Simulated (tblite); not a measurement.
Species: C5H3O2S (doublet state).
Atom-mapped SMILES: `[O:1][C:2](=[O:3])[c:4]1[cH:5][cH:6][s:7][cH:8]1` (hydrogens: H9 on C5; H10 on C6; H11 on C8)
Bond orders are those of one Lewis drawing.

Computed with GFN2-xTB (tblite), gas phase: L-BFGS steps from a force-field or distance-geometry start until the largest atomic force falls under 0.01 eV/Å.

Step 0: E = -639.0231 eV
```
atom  x, y, z in Å  |  force x, y, z in eV/Å
O1      2.7986    0.5760    0.0859   -5.089  -3.291  -0.797
C2      1.7963   -0.3812   -0.1450    6.498  -0.071   0.005
O3      2.0810   -1.5783   -0.4359   -1.481   2.816   0.662
C4      0.3826    0.0044   -0.0189    1.380   1.471   0.399
C5     -0.6883   -0.8336   -0.1891   -1.793  -0.867  -0.272
C6     -1.8803   -0.1576   -0.0055    0.032  -1.337  -0.257
S7     -1.6573    1.4889    0.4013   -0.502  -0.330  -0.064
C8      0.0105    1.2793    0.3224    0.326   0.746   0.120
H9     -0.6033   -1.8801   -0.4593   -0.082   0.310   0.101
H10    -2.8432   -0.6560   -0.1039    0.293   0.564   0.110
H11     0.6088    2.1408    0.5220    0.418  -0.012  -0.007
```

Step 1: E = -640.0204 eV
```
atom  x, y, z in Å  |  force x, y, z in eV/Å
O1      2.7259    0.5290    0.0745   -2.279  -0.799  -0.204
C2      1.8892   -0.3822   -0.1449    2.755   1.647   0.443
O3      2.0598   -1.5380   -0.4264   -0.736  -1.155  -0.302
C4      0.4023    0.0254   -0.0132   -0.659   0.460   0.201
C5     -0.7139   -0.8459   -0.1930    0.538   0.458   0.014
C6     -1.8799   -0.1767   -0.0092    0.011  -0.561  -0.097
S7     -1.6644    1.4842    0.4004   -0.322  -0.463  -0.100
C8      0.0152    1.2900    0.3242    0.414  -0.011  -0.060
H9     -0.6045   -1.8756   -0.4579   -0.057  -0.155  -0.022
H10    -2.8390   -0.6480   -0.1023   -0.146   0.290   0.064
H11     0.6148    2.1406    0.5219    0.480   0.289   0.063
```

Q: Estimate the geometry and energy of step 2. (The exact step hangs on the optimiser's Hessian estimate; all steps are aligned on step 1, rigid shifts and turns removed.)

A: E = -639.8533 eV, largest force 9.231 eV/Å
```
atom  x, y, z in Å  |  force x, y, z in eV/Å
O1      2.6627    0.5017    0.0677    4.980   6.821   1.609
C2      1.9667   -0.3492   -0.1359   -4.203  -8.002  -1.875
O3      2.0400   -1.5518   -0.4303   -0.752   1.286   0.301
C4      0.3937    0.0396   -0.0078   -0.581  -0.448  -0.044
C5     -0.7091   -0.8396   -0.1936    0.586  -0.104  -0.103
C6     -1.8795   -0.1926   -0.0121    0.014   0.000   0.020
S7     -1.6726    1.4737    0.3982   -0.135  -0.376  -0.077
C8      0.0246    1.2923    0.3233    0.094   0.470   0.076
H9     -0.6059   -1.8777   -0.4580    0.021   0.089   0.032
H10    -2.8409   -0.6402   -0.1006   -0.349   0.079   0.024
H11     0.6259    2.1464    0.5232    0.326   0.184   0.038
```

The energy changes by +0.1671 eV. The first-order estimate −F·Δx gives -0.5205 eV and the mean of the old and new forces, exact on a quadratic surface, +0.2943 eV. The step makes an angle of 13° with the force vector and moves no atom by more than 0.085 Å. The energy falls at the start of this step and ends higher, so the step passed the lowest point of its straight line.

What follows is the cost of the whole relaxation. On AMD EPYC 7B13, one thread, shared host with 96 logical CPUs at a one-minute load of 19, this took 0.14 s of wall time.
